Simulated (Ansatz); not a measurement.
GeCl3(OiPr) (C₃H₇Cl₃GeO), relaxed as a singlet with RKS r2SCAN-D4/def2-SVP in Ansatz, starting from the GFN2-xTB geometry. Force threshold 0.02 eV/Å.

Start:

Cartesian coordinates in Å:
```
Ge -0.9755 1.2061 1.7339
Cl 0.0145 2.6468 2.8912
Cl -2.6089 2.0895 0.6968
Cl -1.6551 -0.4497 2.8896
O 0.2663 0.6940 0.6168
C 0.3876 -0.5053 -0.1513
C 1.7516 -0.4402 -0.8282
C -0.7396 -0.6308 -1.1667
H 0.3585 -1.3662 0.5306
H 1.7859 0.4103 -1.5033
H 1.9310 -1.3528 -1.3888
H 2.5314 -0.3215 -0.0810
H -1.6973 -0.7133 -0.6544
H -0.7597 0.2486 -1.8061
H -0.5907 -1.5157 -1.7790
```

(1) Estimate the energy that the relaxation releases and the steps that it takes.

(2) Does the start keep its bonding and symmetry?

(3) Predict the relaxed structure.

## Answers

(1) 0.08 eV, in 7 steps; 35 s on 4 threads of Arm Neoverse V1 on a shared host. No frequencies were taken in this run, so the end may be a saddle point.

(2) By distances, no bond broke or formed. The bond that changes most is Ge1–Cl2, from 2.10 to 2.13 Å (atoms count from 1).

(3) 
Cartesian coordinates in Å:
```
Ge -0.932 1.205 1.676
Cl -0.125 2.637 3.028
Cl -2.638 2.063 0.704
Cl -1.578 -0.547 2.733
O 0.337 0.807 0.545
C 0.406 -0.458 -0.156
C 1.761 -0.476 -0.836
C -0.753 -0.601 -1.127
H 0.360 -1.272 0.593
H 1.827 0.339 -1.574
H 1.916 -1.435 -1.354
H 2.564 -0.341 -0.097
H -1.720 -0.627 -0.601
H -0.766 0.243 -1.835
H -0.661 -1.538 -1.699
```
Bond lengths: 3 × Cl–Ge 2.13 to 2.15 Å; 2 × C–C 1.52 Å; 1 × Ge–O 1.75 Å; 1 × C–O 1.45 Å; 7 × C–H 1.10 to 1.11 Å.
